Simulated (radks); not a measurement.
Q: These are the eigenvalues of the occupied orbitals of an atom or ion with whole-number occupations (eV). All-electron calculation, Dirac Kohn-Sham, BLYP, spin-unpolarised, spherical densities, finite nucleus; Fermi nuclear charge, rms radius of each element as measured or else 0.836 A^(1/3) + 0.57 fm. Program: a radial shooting solver on a logarithmic mesh with Libxc functionals.

| orbital | eigenvalue |
|---|---|
| 1s1/2 | -15933.83 |
| 2s1/2 | -2156.978 |
| 2p1/2 | -1963.277 |
| 2p3/2 | -1894.822 |
| 3s1/2 | -333.1227 |
| 3p1/2 | -262.8027 |
| 3p3/2 | -252.3055 |
| 3d3/2 | -128.7982 |
| 3d5/2 | -126.9665 |
| 4s1/2 | -40.6171 |
| 4p1/2 | -23.3318 |
| 4p3/2 | -22.1634 |
| 5s1/2 | -3.3755 |

Which element is it, and in what charge state? The configuration may be excited. Open shells, if any, fill j = l - 1/2 first.

A: Z = 38, strontium, charge 0: Sr in [Kr] 5s2. The list shows which subshells hold electrons but not how many an open one holds; the 1s level, -585.56 hartree, gives Z - s = 34.2 by -(Z - s)^2/2, which with screening and relativity narrows Z to a few neighbours, and the depths of the outer levels then fix element, charge and occupations together.
